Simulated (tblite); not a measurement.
C5H3O2S (charge -1).
Numbering: `[O:1]=[C:2]([O-:3])[c:4]1[cH:5][cH:6][cH:7][s:8]1` (hydrogens: H9 on C5; H10 on C6; H11 on C7)
Bond orders are those of one Lewis drawing.

Computed with GFN2-xTB (tblite), gas phase: Langevin dynamics at 400 K from the optimised GFN2-xTB geometry, time step 0.5 fs, friction 0.01 fs⁻¹, 2000 steps. The instantaneous temperature is 2·E(kin)/(3Nk) with all 3N coordinates.

| t (fs) | T (K) | E(pot) above start (eV) | O1=C2 (Å) | C2–O3 (Å) | C2–C4 (Å) | C4–C5 (Å) | C5–C6 (Å) | C5–H9 (Å) | O1–C2–C4–C5 (°) |
| --- | --- | --- | --- | --- | --- | --- | --- | --- | --- |
| 0 | 351 | 0.000 | 1.237 | 1.237 | 1.545 | 1.361 | 1.413 | 1.076 | 0 |
| 25 | 298 | 0.334 | 1.233 | 1.226 | 1.542 | 1.355 | 1.413 | 1.055 | -10 |
| 50 | 258 | 0.427 | 1.200 | 1.206 | 1.621 | 1.342 | 1.399 | 1.123 | -1 |
| 75 | 219 | 0.331 | 1.231 | 1.199 | 1.625 | 1.374 | 1.381 | 1.080 | -10 |
| 100 | 305 | 0.191 | 1.225 | 1.229 | 1.504 | 1.374 | 1.379 | 1.064 | 0 |
| 125 | 168 | 0.335 | 1.220 | 1.264 | 1.541 | 1.418 | 1.387 | 1.112 | 9 |
| 150 | 385 | 0.459 | 1.270 | 1.210 | 1.514 | 1.412 | 1.363 | 1.089 | -7 |
| 175 | 424 | 0.270 | 1.223 | 1.232 | 1.549 | 1.388 | 1.371 | 1.037 | 8 |
| 200 | 390 | 0.402 | 1.204 | 1.271 | 1.575 | 1.364 | 1.371 | 1.124 | 11 |
| 225 | 394 | 0.343 | 1.232 | 1.192 | 1.586 | 1.344 | 1.403 | 1.082 | -2 |
| 250 | 344 | 0.449 | 1.223 | 1.220 | 1.631 | 1.324 | 1.415 | 1.067 | 7 |
| 275 | 360 | 0.507 | 1.207 | 1.263 | 1.563 | 1.296 | 1.384 | 1.078 | 12 |
| 300 | 497 | 0.494 | 1.268 | 1.216 | 1.557 | 1.328 | 1.372 | 1.077 | 13 |
| 325 | 543 | 0.499 | 1.242 | 1.216 | 1.520 | 1.369 | 1.366 | 1.114 | 0 |
| 350 | 470 | 0.736 | 1.184 | 1.263 | 1.667 | 1.414 | 1.384 | 1.085 | 20 |
| 375 | 413 | 0.566 | 1.282 | 1.193 | 1.523 | 1.397 | 1.379 | 1.039 | -3 |
| 400 | 359 | 0.536 | 1.237 | 1.234 | 1.489 | 1.391 | 1.369 | 1.119 | -6 |
| 425 | 493 | 0.303 | 1.217 | 1.259 | 1.515 | 1.402 | 1.390 | 1.108 | 3 |
| 450 | 461 | 0.575 | 1.270 | 1.209 | 1.629 | 1.392 | 1.388 | 1.008 | 4 |
| 475 | 363 | 0.476 | 1.239 | 1.259 | 1.569 | 1.335 | 1.374 | 1.125 | -7 |
| 500 | 551 | 0.265 | 1.230 | 1.220 | 1.575 | 1.355 | 1.373 | 1.062 | -11 |
| 525 | 345 | 0.475 | 1.240 | 1.191 | 1.531 | 1.362 | 1.442 | 1.060 | -1 |
| 550 | 242 | 0.588 | 1.193 | 1.225 | 1.596 | 1.379 | 1.443 | 1.150 | -25 |
| 575 | 356 | 0.442 | 1.235 | 1.200 | 1.621 | 1.366 | 1.440 | 1.037 | -14 |
| 600 | 442 | 0.291 | 1.257 | 1.207 | 1.533 | 1.315 | 1.411 | 1.086 | -26 |
| 625 | 357 | 0.574 | 1.210 | 1.291 | 1.581 | 1.322 | 1.386 | 1.122 | -17 |
| 650 | 555 | 0.319 | 1.252 | 1.231 | 1.538 | 1.346 | 1.435 | 1.063 | -40 |
| 675 | 483 | 0.479 | 1.219 | 1.219 | 1.681 | 1.381 | 1.431 | 1.065 | -33 |
| 700 | 416 | 0.392 | 1.202 | 1.244 | 1.539 | 1.396 | 1.408 | 1.105 | -46 |
| 725 | 426 | 0.513 | 1.247 | 1.187 | 1.505 | 1.389 | 1.373 | 1.059 | -61 |
| 750 | 400 | 0.325 | 1.215 | 1.219 | 1.556 | 1.392 | 1.400 | 1.071 | -53 |
| 775 | 272 | 0.458 | 1.205 | 1.220 | 1.669 | 1.374 | 1.459 | 1.105 | -66 |
| 800 | 397 | 0.519 | 1.240 | 1.206 | 1.537 | 1.373 | 1.449 | 1.073 | -48 |
| 825 | 317 | 0.462 | 1.212 | 1.256 | 1.586 | 1.379 | 1.387 | 1.054 | -64 |
| 850 | 319 | 0.274 | 1.217 | 1.211 | 1.569 | 1.360 | 1.390 | 1.121 | -53 |
| 875 | 196 | 0.493 | 1.257 | 1.198 | 1.572 | 1.364 | 1.455 | 1.059 | -57 |
| 900 | 292 | 0.364 | 1.213 | 1.243 | 1.592 | 1.387 | 1.470 | 1.106 | -56 |
| 925 | 341 | 0.343 | 1.233 | 1.248 | 1.540 | 1.371 | 1.420 | 1.055 | -61 |
| 950 | 275 | 0.352 | 1.255 | 1.226 | 1.513 | 1.327 | 1.433 | 1.092 | -49 |
| 975 | 316 | 0.264 | 1.241 | 1.251 | 1.604 | 1.339 | 1.434 | 1.104 | -64 |
| 1000 | 388 | 0.232 | 1.231 | 1.264 | 1.563 | 1.355 | 1.430 | 1.025 | -67 |

Q: From 500 fs on, how do temperature and potential energy compare with equipartition?

A: The mean temperature of these 21 frames is 366 K against the target 400 K, and the mean potential energy 0.40 eV against 27 × kT/2 = 0.47 eV for 27 classical harmonic modes. For 11 atoms in a canonical ensemble the temperature itself scatters by T·√(2/(3N)) = 98 K; here its standard deviation is 91 K. The whole run lasts only 10 friction times of 100 fs, so these averages carry a wide statistical error.

Q: What are the kinetic and total energies of the listed frame with the highest potential energy?

A: The one at 350 fs, 0.736 eV above the start. Its kinetic energy is 3NkT/2 = 0.669 eV at 470 K, so the sum is 1.40 eV; over the listed frames the sum runs from 0.50 to 1.40 eV, since the thermostat adds and removes energy.

Q: How much do the listed bonds fluctuate from 500 fs on?

A: 
```csv
bond,at the start (Å),mean (Å),standard deviation (Å)
O1=C2,1.237,1.229,0.019
C2–O3,1.237,1.226,0.026
C2–C4,1.545,1.571,0.045
C4–C5,1.361,1.363,0.022
C5–C6,1.413,1.422,0.028
C5–H9,1.076,1.080,0.030
```

The motion is classical and holds no zero-point motion.

What follows is the cost of the whole dynamics run. Time: 37 s wall, 32 s CPU; peak memory 0.18 GiB. Hardware: an Intel Xeon at 2.50 GHz with one thread, no GPU, shared host with 64 logical CPUs at a one-minute load of 29.
